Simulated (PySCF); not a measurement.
Job file and geometry (Å, from GFN2-xTB) of an NMR shielding run on `C#C[B@@H-](P)[O+](C)C`, C4H10BOP, GIAO PBE0/pcSseg-1 NMR shielding, non-relativistic, gas phase in PySCF; density fitting, a coarse starting grid and PySCF grid level 2 are the driver's defaults:

```
$ OMP_NUM_THREADS=1 python probes_run.py task.json out

{"job": {"kind": "nmr", "xc": "PBE0", "basis": "pcSseg-1"}, "charge": 0, "multiplicity": 1}
C      2.468352    -0.352386     1.039763
C      1.393848     0.159247     0.865833
B      0.011061     0.795355     0.631222
P      0.088823     2.449980    -0.460442
O     -0.857259    -0.249763    -0.346180
C     -1.291562    -1.396051     0.365721
C     -0.155728    -0.605004    -1.527893
H      3.413595    -0.785037     1.203478
H     -0.658790     0.909033     1.603926
H     -1.091938     3.008968     0.004714
H      0.844700     3.170171     0.445594
H     -1.906053    -2.019887    -0.288015
H     -0.439151    -1.973264     0.736517
H     -1.886658    -1.054289     1.209842
H      0.746944    -1.175561    -1.291231
H     -0.812386    -1.191158    -2.174909
H      0.125204     0.321678    -2.027850
```

Task: Write the output of this run.

Result: 
```
coarse grid: 14344 points
cycle   1  E = -599.1879378800  dE =  6.787e-01  |g| = 4.310e-01  |ddm| = 3.558e+00
cycle   2  E = -599.1792035563  dE =  8.734e-03  |g| = 4.768e-01  |ddm| = 1.082e+00
cycle   3  E = -599.2291381336  dE = -4.993e-02  |g| = 1.856e-01  |ddm| = 6.078e-01
cycle   4  E = -599.2370982716  dE = -7.960e-03  |g| = 4.192e-02  |ddm| = 1.495e-01
cycle   5  E = -599.2374848324  dE = -3.866e-04  |g| = 1.587e-02  |ddm| = 4.500e-02
cycle   6  E = -599.2375338908  dE = -4.906e-05  |g| = 4.461e-03  |ddm| = 1.324e-02
cycle   7  E = -599.2375376888  dE = -3.798e-06  |g| = 8.429e-04  |ddm| = 5.289e-03
final grid: 132896 points
cycle   8  E = -599.2913293757  dE = -4.265e-05  |g| = 1.361e-02  |ddm| = 3.896e-02
cycle   9  E = -599.2912959233  dE =  3.345e-05  |g| = 1.970e-02  |ddm| = 2.090e-02
cycle  10  E = -599.2913639952  dE = -6.807e-05  |g| = 1.768e-03  |ddm| = 1.195e-02
cycle  11  E = -599.2913647348  dE = -7.397e-07  |g| = 2.024e-04  |ddm| = 1.962e-03
cycle  12  E = -599.2913647420  dE = -7.156e-09  |g| = 1.343e-04  |ddm| = 4.234e-04
cycle  13  E = -599.2913647456  dE = -3.642e-09  |g| = 6.207e-05  |ddm| = 1.389e-04
cycle  14  E = -599.2913647466  dE = -9.995e-10  |g| = 6.174e-06  |ddm| = 4.983e-05
converged SCF energy = -599.2913647466

GIAO shielding tensors (ppm)
atom      isotropic    diamagn.    paramagn.     s11        s22        s33       span
  0 C       82.452     262.309    -179.857     12.500     24.407    210.449    197.949
  1 C       90.931     260.232    -169.301    -16.610     -6.195    295.598    312.208
  2 B       97.741     190.459     -92.718     62.377     88.678    142.169     79.793
  3 P      568.266     967.337    -399.071    480.478    605.952    618.369    137.890
  4 O      326.484     399.186     -72.702    289.115    337.562    352.776     63.661
  5 C      120.272     246.319    -126.047     80.852     95.785    184.178    103.325
  6 C      125.462     247.975    -122.514     96.797     97.811    181.777     84.980
  7 H       29.214      34.251      -5.037     24.893     25.042     37.708     12.815
  8 H       27.370      31.156      -3.785     24.812     28.098     29.201      4.389
  9 H       30.244      30.226       0.018     25.104     27.708     37.920     12.816
 10 H       30.579      29.551       1.028     25.079     28.243     38.415     13.336
 11 H       28.318      28.828      -0.510     24.175     25.590     35.187     11.012
 12 H       27.721      30.144      -2.423     23.615     26.541     33.008      9.393
 13 H       27.848      29.317      -1.469     23.709     25.404     34.431     10.722
 14 H       27.809      31.062      -3.254     23.576     27.692     32.158      8.582
 15 H       28.681      29.529      -0.849     24.790     26.172     35.079     10.289
 16 H       26.333      29.463      -3.130     20.397     27.721     30.882     10.485
```

Size and cost of the density-fitted run: 176 basis functions, 45 s wall time on 1 thread of an Arm Neoverse N1, shared host; peak memory 0.74 GiB.
